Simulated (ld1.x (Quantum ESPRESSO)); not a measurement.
**O (Z = 8): excitation energies, all-electron against ultrasoft**

O, ultrasoft, made with ld1.x (Quantum ESPRESSO) 7.5 (Wu–Cohen, non-relativistic). Core [He], reference 2s2 2p4. Waves: 2s (bound): rcut 0.45, rcutus 0.65 bohr; 2s channel at -1.3 Ry: rcut 0.45, rcutus 0.65 bohr; 2p (bound): rcut 1.35, rcutus 1.85 bohr; 2p channel at 0.75 Ry: rcut 1.35, rcutus 1.85 bohr; 3d channel at -0.2 Ry: rcut 1.50, rcutus 1.70 bohr. Local part: all-electron potential smoothed inside 1.60 bohr (lloc = -2). Core correction: Bessel-smoothed model core, default radius (core density twice the valence density). Augmentation charge: PSQ, inside the norm-conserving radii.

Energies are relative to the spin-unpolarised reference configuration 2s2 2p4; without spin polarisation the order of configurations can differ from experiment. The frozen-core shift is the all-electron ΔE with the core orbitals held at their reference shape minus the fully relaxed ΔE.

```json
{"valence configuration": "2s2 2p3", "charge": "+1", "ΔE all-electron (eV)": "16.417", "error AE − PS (meV)": "+28", "frozen-core shift (meV)": "+0.1"}
{"valence configuration": "2s2 2p2", "charge": "+2", "ΔE all-electron (eV)": "49.995", "error AE − PS (meV)": "+142", "frozen-core shift (meV)": "+1.4"}
{"valence configuration": "2s2 2p4.3", "charge": "-0.3", "ΔE all-electron (eV)": "-2.115", "error AE − PS (meV)": "+1.1", "frozen-core shift (meV)": "0.0"}
{"valence configuration": "2s1 2p5", "charge": "0", "ΔE all-electron (eV)": "14.790", "error AE − PS (meV)": "+10", "frozen-core shift (meV)": "+0.4"}
{"valence configuration": "2s2 2p0", "charge": "+4", "ΔE all-electron (eV)": "180.654", "error AE − PS (meV)": "+367", "frozen-core shift (meV)": "+30"}
```

Task: What are ΔE and the potential's error for 2s2 2p1?

Result: ΔE = 103.844 eV all-electron; the error (AE − PS) is +304 meV.

Task: What are ΔE and the potential's error for 2s0 2p6?

Result: ΔE = 29.617 eV all-electron; the error (AE − PS) is +42 meV.

Levels in the configuration 2s0 2p6:

| level | all-electron (eV) | pseudo (eV) |
| --- | --- | --- |
| 2p | -9.817 | -9.835 |
